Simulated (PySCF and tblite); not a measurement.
Results of a calculation; reference values are marked as such.
**Conformer ensemble of C₅H₄N₂OSe, numbered as in [N:1]#[C:2][CH2:3][Se:4][c:5]1[cH:6][n:7][cH:8][o:9]1**

Conformers came from 90 starts (ETKDG and KDG, UFF, GFN2-xTB); geometries are GFN2-xTB. Free energies are B3LYP-D3(BJ)/def2-SVP (IEF-PCM, water) single points with GFN2-xTB rigid-rotor and vibrational terms (modes under about 100 cm⁻¹ blended into free rotors). Symmetry numbers and mirror images are counted. Conformers within 3 kcal/mol (GFN2-xTB free energy) were kept, 8 at most. GIAO shieldings: WP04/pcSseg-1 (IEF-PCM, water). Couplings: B3LYP/6-31G* with pcJ-1 on H (gas phase; spin-dipole term only for pairs with B, N, F, Si or P). Couplings are for ¹H. H–H couplings come out 0.1 to 0.9 Hz lower than with pcJ-1 on all atoms. Shifts are against TMS (¹H), TMS (¹³C) at the same level. Run with PySCF (density fitting) and tblite.

Torsions listed: C2–C3–Se4–C5, C3–Se4–C5–O9. Of a mirror pair one member is shown.

| conformer | shape | symmetry | E(GFN2) kcal/mol | E(DFT) kcal/mol | G(298.15 K) kcal/mol | weight % | dipole D |
| --- | --- | --- | --- | --- | --- | --- | --- |
| 1 | -50°, 81° | C1 (pair) | 1.12 | 0.00 | 0.00 | 96.2 | 4.21 |
| 2 | 65°, 176° | C1 (pair) | 0.00 | 1.49 | 1.94 | 3.6 | 5.13 |
| 3 | 180°, 0° | Cs | 1.72 | 3.23 | 3.70 | 0.2 | 2.83 |

Weights (%) against temperature:

```
 T (K)     1    2    3  S(mix) cal/mol/K
   220  98.6  1.4  0.0              1.53
   260  97.5  2.5  0.1              1.62
298.15  96.2  3.6  0.2              1.71
   340  94.6  5.0  0.4              1.81
   380  93.0  6.4  0.6              1.91
```

Averaged shifts at 298.15 K. ¹H: 8.25 (H8, 1H), 7.87 (H6, 1H), 3.60 (H3, 2H) ppm. ¹³C: 165.5 (C8), 157.1 (C5), 147.5 (C6), 123.8 (C2), 25.6 (C3) ppm.

Averaged couplings (Hz): ²J(H3,H3) -15.5.

Coordinates of conformer 1 (Å):

```xyz
13

N     1.294   -2.360   -0.386
C     1.742   -1.318   -0.245
C     2.257    0.004   -0.068
Se    1.147    1.007    1.269
C    -0.535    0.627    0.509
C    -1.402    1.304   -0.302
N    -2.481    0.509   -0.524
C    -2.245   -0.577    0.139
O    -1.089   -0.576    0.794
H     2.235    0.557   -1.010
H     3.269   -0.021    0.341
H    -1.317    2.283   -0.726
H    -2.879   -1.439    0.190
```

The minima are those of GFN2-xTB; planar forms about aryl–S or allylic bonds may be saddles in DFT. Spin–orbit effects of the heavy atoms on shieldings are missing. Shifts are unscaled: against experiment ¹³C can be off by 15 ppm or more and ¹H by 0.8 ppm.

Search and properties took 2.8 min on 1 thread of Arm Neoverse V2 (shared host) (rough), launched as `OMP_NUM_THREADS=1 python ens_run.py task.json out`.
